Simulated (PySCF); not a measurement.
Steps of a relaxation of [Nd(NH3)2]3+

[Nd(NH3)2]3+ (singlet in the valence; each metal's 4f electrons, 3 of them, lie in its core potential, out of spins and levels; a saddle point, relaxed within its symmetry). PySCF 2.14.0, RKS PBE0, Nd lcecp-1-SVP with ECP49, N def2-SVP, H def2-SVP; non-relativistic Hamiltonian with scalar-relativistic core potentials where named; density fitting; no spin-orbit coupling. Origin of the start: template. Columns: position (Å) and force (eV/Å). Energies are counted from the last step; some of the 7 steps are shown. Forces carry noise of the integration grid, about 0.01 to 0.03 eV/Å.

Run from Python with OMP_NUM_THREADS=2. Where DIIS fails, smearing, a level shift and second-order steps follow.
It took 21 s on 2 threads of Arm Neoverse V1, with other jobs on the host, from the converged density of the start.

```xyz
9
step 0  E = 0.119 eV
Nd    0.0000    0.0000    0.0000     0.00    0.00    0.00
N     0.0000    0.0000    2.5825     0.00    0.00   -1.92
H     0.8133    0.4696    2.9805     0.43    0.25    0.51
H    -0.8133    0.4696    2.9805    -0.43    0.25    0.51
H     0.0000   -0.9392    2.9805     0.00   -0.50    0.51
N     0.0000    0.0000   -2.5825     0.00    0.00    1.92
H     0.8133   -0.4696   -2.9805     0.43   -0.25   -0.51
H    -0.8133   -0.4696   -2.9805    -0.43   -0.25   -0.51
H     0.0000    0.9392   -2.9805     0.00    0.50   -0.51
```

```xyz
9
step 2  E = 0.004 eV
Nd    0.0000    0.0000    0.0000     0.00    0.00    0.00
N     0.0000    0.0000    2.5231     0.00    0.00    0.03
H     0.8092    0.4672    2.9842    -0.07   -0.04   -0.07
H    -0.8092    0.4672    2.9842     0.07   -0.04   -0.07
H     0.0000   -0.9344    2.9842     0.00    0.08   -0.07
N     0.0000    0.0000   -2.5231     0.00    0.00   -0.03
H     0.8092   -0.4672   -2.9842    -0.07    0.04    0.07
H    -0.8092   -0.4672   -2.9842     0.07    0.04    0.07
H     0.0000    0.9344   -2.9842     0.00   -0.08    0.07
```

```xyz
9
step 4  E = 0.000 eV
Nd    0.0000    0.0000    0.0000     0.00    0.00    0.00
N     0.0000    0.0000    2.5039     0.00    0.00   -0.01
H     0.8071    0.4660    2.9634     0.02    0.01    0.00
H    -0.8071    0.4660    2.9634    -0.02    0.01    0.00
H     0.0000   -0.9319    2.9634     0.00   -0.03    0.00
N     0.0000    0.0000   -2.5039     0.00    0.00    0.01
H     0.8071   -0.4660   -2.9634     0.02   -0.01    0.00
H    -0.8071   -0.4660   -2.9634    -0.02   -0.01    0.00
H     0.0000    0.9319   -2.9634     0.00    0.03    0.00
```

**Question.** Where does the relaxation end?

**Answer.** It converges at step 6 in D3d:
```xyz
9
step 6  E = 0
Nd    0.0000    0.0000    0.0000
N     0.0000    0.0000    2.5022
H     0.8082    0.4666    2.9602
H    -0.8082    0.4666    2.9602
H     0.0000   -0.9332    2.9602
N     0.0000    0.0000   -2.5022
H     0.8082   -0.4666   -2.9602
H    -0.8082   -0.4666   -2.9602
H     0.0000    0.9332   -2.9602
```

**Question.** How did the contacts change?

**Answer.** 
```
     contact  start (Å)  end (Å)
Nd1–N2 (NH3)      2.583    2.502
Nd1–N6 (NH3)      2.583    2.502
```


An lcecp potential fixes the number of 4f electrons, so in runs with it no electron can move into or out of that shell.
